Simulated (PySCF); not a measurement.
Isomers of C9H14Se, from PBE0-D3(BJ)/def2-SVP geometry optimisation, gas phase (PySCF). One conformer each, no zero-point energy, no frequencies.

Question: Which isomer lies lower at this level?
A. `[CH3:1][Se:2][CH2:3][C:4]#[C:5][CH2:6][CH:7]1[CH2:8][CH2:9][CH2:10]1` with C1–Se2–C3–C4 -59°, C5–C6–C7–C8 172°, C6–C7–C8–C9 -142°, C7–C8–C9–C10 19°, C8–C9–C10–C7 -19°, C6–C7–C10–C9 142°: A = 1904, B = 356.5, C = 317.3 MHz, dipole 1.56 D
B. `[CH3:1][Se:2][C:3]1=[C:4]=[CH:5][CH2:6][CH2:7][CH2:8][CH2:9][CH2:10]1` with C1–Se2–C3–C4 -3°, C4–C5–C6–C7 11°, C5–C6–C7–C8 62°, C6–C7–C8–C9 -115°, C7–C8–C9–C10 79°: A = 1509, B = 675.7, C = 549.4 MHz, dipole 1.33 D

Answer: B. That is `C[Se]C1=C=CCCCCC1`, 21.4 kcal/mol below the other.

| SMILES | mapped SMILES | E (Eh) | relative (kcal/mol) | relative (kJ/mol) | dipole (D) |
| --- | --- | --- | --- | --- | --- |
| C[Se]C1=C=CCCCCC1 | [CH3:1][Se:2][C:3]1=[C:4]=[CH:5][CH2:6][CH2:7][CH2:8][CH2:9][CH2:10]1 | -2751.64992 | 0.0 | 0.0 | 1.33 |
| C[Se]CC#CCC1CCC1 | [CH3:1][Se:2][CH2:3][C:4]#[C:5][CH2:6][CH:7]1[CH2:8][CH2:9][CH2:10]1 | -2751.61576 | 21.4 | 89.7 | 1.56 |

As drawn, the lower has cumulated double bonds and a C=C bond outside aromatic rings, which the higher lacks; the higher has a four-membered ring and a C≡C bond, which the lower lacks.
